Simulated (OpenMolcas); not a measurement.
**Ti3+: moving or changing the point charges**

Ti3+ among 5 point charges of -1 e arranged as a trigonal bipyramid (D3h), 1.95 Å from the ion, with the axial distance 1.774 Å.

| Item | Value |
| --- | --- |
| Program | OpenMolcas 26.06 |
| Method | SS-CASPT2, IPEA 0.25 Eh, imaginary shift 0.1 Eh (closed shells correlated: 3s 3p) |
| Basis | ANO-RCC-VDZP [5s4p2d1f] |
| Scalar Hamiltonian | DKH2, point nucleus |
| Active space | 1 electron in 5 orbitals (3d) |
| State averaging | 2S+1 = 2 even, 5 roots |
| Spin-orbit coupling | state interaction with AMFI integrals over the reference wave functions |

Runs around this geometry, states (labels of D3, the rotations of D3h). Energies in cm-1 above the lowest state or level, χT in cm3 K/mol.

```tsv
R (Å)	q (e)	Axial / equatorial distance	Ground state	First state of that spin	First gap with spin-orbit (degeneracies)	χT at 300 K
1.95	-0.8	0.91	2E	2E 1150	310 (2, 2)	0.550
1.86	-1	0.91	2E	2E 1500	300 (2, 2)	0.550
1.95	-1	0.91	2E	2E 1490	310 (2, 2)	0.548
2.15	-1	0.91	2E	2E 1390	310 (2, 2)	0.546
1.95	-1	0.98	2E	2E 300	340 (2, 2)	0.566
```

Taking the first state of the same spin as R^-n, n = -ln(1390 / 1500) / ln(2.15 / 1.86) = 0.5 between the shortest and longest distance.

Scaling the charges by -0.8 / -1 = 0.80 scales the first state of the same spin by 1150 / 1490 = 0.77; with fixed orbitals a first-order splitting would follow the charge.

Roots that are degenerate in the reference are averaged as groups; the widest CASPT2 spread within a group is 110 cm-1 (the 2-fold group of multiplicity 2 near 0 cm-1 above the lowest state of its run, R = 1.95, q = -1, ratio = 0.98). Shifts and gaps below about the spread of the groups concerned are not significant. An orbital doublet at a regular site is open to a Jahn-Teller distortion, which this geometry leaves out. Free-ion shares, where given, are those of the reference states; single-state CASPT2 does not remix them. The ground term spreads over less than 5000 cm-1, several times less than with real ligands, so orbital moments are less quenched and χT lies further from the spin-only value than at real sites (holds for R = 1.95, q = -1, ratio = 0.98). Point charges carry no covalency, so the field is a model and not that of real ligands. No measured value stands beside these numbers.
